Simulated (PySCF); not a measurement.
Electron correlation in Sn (tin, neutral)

[Kr] 4d10 5s2 5p2, high-spin 3P determinant. Computed with PySCF 2.14 in def2-QZVPPD with the def2 core potential (28 electrons) (8s6p5d4f1g, 88 functions), with scalar relativity through the core potential. Frozen: nothing; 22 electrons correlated.

MP2 pair energies summed by pair of shells (mhartree):

```
 pair   energy  share (%)
4d-4d  -325.72       51.1
4p-4d   -83.73       13.1
4d-5s   -68.32       10.7
4p-4p   -34.72        5.4
4d-5p   -32.68        5.1
5s-5p   -28.25        4.4
4s-4d   -21.37        3.4
5s-5s   -14.14        2.2
4s-4p   -10.42        1.6
4p-5s    -6.65        1.0
5p-5p    -4.32        0.7
4s-4s    -3.17        0.5
4p-5p    -2.99        0.5
4s-5s    -0.76        0.1
4s-5p    -0.28        0.0
```

Total MP2 correlation energy: -637.51 mhartree.

Same-spin part -223.78 and opposite-spin part -413.73 mhartree; SCS-MP2 scales them by 1/3 and 6/5 to -571.07 mhartree.

The basis has no tight functions for the innermost shells, so their pair energies are far from complete.

This basis was not built for core-valence correlation, so the inner-shell part is incomplete.
